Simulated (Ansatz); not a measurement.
Basis-set extrapolation for C$_{8}$H$_{12}$O$_{2}$, SMILES `CC1(C)CCC(=O)CC1=O` (PBE0-D4/def2-TZVP geometry, frozen core, the Gaussian-basis code of Ansatz). Multiplicity 1, RHF reference.

```json
{"": "HF", "def2-TZVPP": "-459.841385", "def2-QZVPP": "-459.861713"}
{"": "MP2 correlation", "def2-TZVPP": "-1.790510", "def2-QZVPP": "-1.910643"}
{"": "CCSD(T) correlation", "def2-TZVPP": "-1.928913", "def2-QZVPP": "not run"}
```

Energies in hartree. Use E(X) = E(∞) + A·exp(−7.88·√X) for Hartree–Fock and E(X) = E(∞) + B·X^(−2.97) for correlation, with X = 3 and 4, and add CCSD(T) minus MP2 of the smaller set to the MP2 limit.

Problem. What is the CCSD(T) energy at the basis-set limit?

Solution. HF limit: -459.861713 + (-0.020328) × 0.13774 = -459.86451. MP2 limit: -1.910643 + (-0.120133) × 0.74074 = -1.99963. Higher-order term: -1.928913 − (-1.790510) = -0.13840. Total: -462.00254 hartree, 6.32 eV below CCSD(T)/def2-TZVPP.
